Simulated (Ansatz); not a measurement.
`C[O][GeH2][I]` + H₂O → `C[O][GeH2][OH]` + HI at 400 K and 1 bar (formal hydrolysis of a Ge–I bond).

Computed with Ansatz on PBE0-D4/def2-TZVP structures; ΔE is electronic, products minus reactants. CCSD(T)/CBS adds triple-zeta CCSD(T) − MP2 to the extrapolated MP2 energy (def2 sets, frozen cores). This one scheme is used for every species. def2 core potentials past Kr. For Ge, I outer-core shells are correlated without core-valence functions, which leaves a few kJ/mol of doubt a bond. Scalar relativity is left out up to krypton. Each species was taken in one conformer, which may not be the lowest.

| species | CCSD(T)/CBS energy (Eh) | H − E (kJ/mol) | S (J/(mol·K)) |
| --- | --- | --- | --- |
| `C[O][GeH2][I]` | -2489.82326 | 183.8 | 401.8 |
| H₂O | -76.37941 | 69.8 | 198.6 |
| `C[O][GeH2][OH]` | -2268.14728 | 218.8 | 376.4 |
| HI | -298.03592 | 25.7 | 215.0 |

H − E and S are ideal-gas, rigid-rotor, harmonic terms from PBE0-D4/def2-TZVP, for one conformer and one mirror image of each species. 1 Eh = 2625.50 kJ/mol, R = 8.31446 J/(mol·K).

Task: By hand: ΔE, ΔH, ΔS and ΔG.

Result: ΔE = (-2268.14728) + (-298.03592) − (-2489.82326) − (-76.37941) = 0.01947 Eh = 51.1 kJ/mol. Δ(H − E) = 218.8 + 25.7 − 183.8 − 69.8 = -9.1, so ΔH = 42.0 kJ/mol. ΔS = 376.4 + 215.0 − 401.8 − 198.6 = -9.0 J/(mol·K). ΔG = 42.0 − 400 × (-9.0)/1000 = 45.6 kJ/mol.

Task: By hand: the equilibrium constant, and the temperature at which ΔG would vanish if ΔH and ΔS stayed fixed.

Result: log₁₀ K = −ΔG/(RT ln 10) = -6.0. ΔH and −TΔS have one sign here, so there is no such temperature.

The number of gas molecules stays the same, so ΔS is small and ΔH decides. A doubt of 5 kJ/mol in ΔE shifts log₁₀ K by 0.7 here. Other conformers and mirror images would add mixing entropy, several J/(mol·K) or more a flexible species. Modes under 60 cm⁻¹, often nearly free rotors, make the harmonic entropy too high. These are equilibria of isolated gas molecules and say nothing of rates. Largest T1 diagnostic: 0.012 (customary marks: 0.02 for closed shells, 0.045 for open ones).

ΔS is within the doubt of such terms, so its sign, and with it that verdict, could turn.
